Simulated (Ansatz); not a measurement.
Two members of one family (Si22H28 nanocrystal and its variants), computed with Ansatz in the gas phase; def2 core potentials for Sb, no spin–orbit coupling. HOMO and LUMO are taken over both spins. Binding counts from free atoms in the multiplicity of their measured ground term, without zero-point energy. Sets without diffuse functions give affinities that are too small. The spins of the ions were chosen, not always searched. A dash marks a value that wasn't run or was left out as unsound. The structures are stationary points that may keep the symmetry of their start. Remarks come from the PBE and PBE0 runs and from stability tests at other levels; not every state was tested. A HOMO above zero means that the electron is unbound at that level and held by the basis, or that self-interaction error raises the level; the energy of removing that electron tells which. HOMO above LUMO (over both spins in singlets and doublets, within one spin in higher multiplets; at PBE or PBE0), or a gap under 0.15 eV within one spin, warns that the state may not be the lowest or that an electron is smeared out.

First: Si22H28 (singlet, charge 0, PBE-D4/def2-SVP geometry).

Cartesian coordinates in Å:
```
Si -4.1394 0.0797 0.1320
Si -2.3801 2.4452 -2.3479
Si -3.0403 -3.5939 0.3997
Si -2.2911 -1.1348 3.2594
Si -0.5295 1.2209 0.7882
Si 1.3282 0.0054 3.9235
Si 0.5742 -2.4335 1.0555
Si 3.0792 2.3583 1.4576
Si -1.2711 -1.2190 -2.0642
Si 0.4781 1.1372 -4.5590
Si 2.3199 -0.0863 -1.4052
Si 1.2193 3.5814 -1.6874
Si 4.1969 -1.3094 1.7287
Si -3.8508 -1.7375 1.6010
Si -2.0856 0.6369 -0.8728
Si -0.3285 2.9988 -3.3632
Si -0.9821 -3.0404 -0.6022
Si -0.2319 -0.5835 2.2638
Si 1.5239 1.7755 -0.2105
Si 3.3930 0.5490 2.9312
Si 2.6397 -1.8971 0.0634
Si 0.7785 -0.6731 -3.0838
H -5.1392 -0.2754 -0.9424
H -4.6642 1.2760 0.8879
H -2.9122 3.6320 -1.5809
H -3.3960 2.0707 -3.3995
H -4.0369 -3.9878 -0.6623
H -2.8574 -4.7654 1.3335
H -2.8000 0.0524 4.0388
H -2.0880 -2.2796 4.2220
H -1.0476 2.4136 1.5587
H 0.8029 1.1876 4.7020
H 1.4995 -1.1495 4.8793
H 0.7611 -3.5847 2.0182
H 2.5685 3.5583 2.2161
H 4.3892 2.7328 0.8081
H -2.2830 -1.5822 -3.1285
H -0.5059 0.7597 -5.6402
H 1.7909 1.4851 -5.2188
H 3.6410 0.2859 -2.0414
H 0.7158 4.7765 -0.9142
H 2.5453 3.9465 -2.3093
H 4.4068 -2.4717 2.6675
H 5.5229 -0.9704 1.0940
H -5.1736 -2.0903 2.2457
H -0.5225 4.1624 -4.3091
H -0.4443 -4.2202 -1.3793
H 4.3918 0.9287 4.0019
H 3.1374 -3.0904 -0.7221
H 1.2973 -1.8804 -3.8336
```

```json
{"level": "PBE-D4/def2-SVP", "HOMO (eV)": "-6.16", "LUMO (eV)": "-2.08", "gap (eV)": "4.07", "vertical EA (eV)": "0.80", "binding per atom (eV)": "3.33"}
{"level": "r2SCAN-D4/def2-SVP", "HOMO (eV)": "-6.42", "LUMO (eV)": "-2.01", "gap (eV)": "4.42", "vertical EA (eV)": "–", "binding per atom (eV)": "3.34"}
{"level": "r2SCAN-D4/def2-mTZVP", "HOMO (eV)": "-6.43", "LUMO (eV)": "-1.98", "gap (eV)": "4.45", "vertical EA (eV)": "–", "binding per atom (eV)": "3.28"}
{"level": "PBE0-D4/def2-SVP", "HOMO (eV)": "-7.12", "LUMO (eV)": "-1.45", "gap (eV)": "5.67", "vertical EA (eV)": "0.59", "binding per atom (eV)": "3.33"}
```

Remarks: HOMO above zero (-1 doublet), gap within one spin near zero at PBE or PBE0 (-1 doublet).

Second: Si21SbH28, Sb on an inner site (doublet, charge 0, PBE-D4/def2-SVP geometry; reduced ion singlet).

```xyz
50

Si    1.2445    2.2925   -3.3884
Si   -3.2602    4.2748   -0.8998
Si    4.3961    1.2388   -1.4548
Si    2.2664   -1.4136   -3.2751
Si   -0.8427   -0.3278   -1.2865
Si    0.2511   -3.9797   -1.2501
Si    2.3568   -1.3347    0.5685
Si   -2.8320   -2.8913    0.7536
Si    1.2763    2.3434    0.5428
Si   -1.7863    3.4845    2.6163
Si   -0.7257   -0.2347    2.5488
Si   -3.9626    0.7540    0.6934
Si    0.3757   -3.9339    2.5927
Si    3.0598    0.7991   -3.3403
Sb   -0.4397    2.2359   -1.4039
Si   -3.5228    3.0452    1.0752
Si    3.1224    0.8881    0.4896
Si    1.0174   -1.7539   -1.3148
Si   -2.0832   -0.6612    0.6777
Si   -0.9869   -4.3544    0.7176
Si    1.1168   -1.6997    2.5362
Si    0.0328    1.9928    2.5071
H     1.7549    3.7127   -3.4447
H     0.4186    2.0529   -4.6284
H    -3.4531    3.5175   -2.1889
H    -2.0378    5.1538   -0.9733
H     4.8847    2.6663   -1.5037
H     5.5976    0.3251   -1.4576
H     1.3947   -1.6825   -4.4776
H     3.4266   -2.3774   -3.3050
H    -1.7260   -0.6583   -2.4685
H    -0.6079   -4.2438   -2.4623
H     1.4381   -4.9113   -1.3010
H     3.5382   -2.2771    0.5291
H    -3.7258   -3.1576   -0.4330
H    -3.6395   -3.1061    2.0115
H     1.7788    3.7701    0.5400
H    -1.2955    4.8956    2.3918
H    -2.3637    3.4165    4.0100
H    -1.5484   -0.4666    3.7953
H    -4.6901    0.6086   -0.6226
H    -4.8907    0.2703    1.7830
H     1.5621   -4.8677    2.5828
H    -0.4097   -4.1819    3.8580
H     3.8768    1.0139   -4.5971
H    -4.7746    3.5689    1.7469
H     3.9621    1.1661    1.7176
H    -1.4654   -5.7890    0.7561
H     1.9933   -1.4063    3.7320
H     0.9278    2.2231    3.7043
```

Task: Estimate how these quantities change from the first to the second (second minus first).

Result: 
| level | Δ HOMO (eV) | Δ LUMO (eV) | Δ gap (eV) | Δ vertical EA (eV) | Δ binding per atom (eV) |
| --- | --- | --- | --- | --- | --- |
| PBE-D4/def2-SVP | 1.63 | -1.27 | -2.90 | 1.08 | -0.08 |
| r2SCAN-D4/def2-SVP | 1.58 | -1.04 | -2.63 | – | -0.08 |
| r2SCAN-D4/def2-mTZVP | 1.58 | -1.06 | -2.64 | – | -0.08 |
| PBE0-D4/def2-SVP | 1.70 | -1.13 | -2.82 | 1.09 | -0.08 |
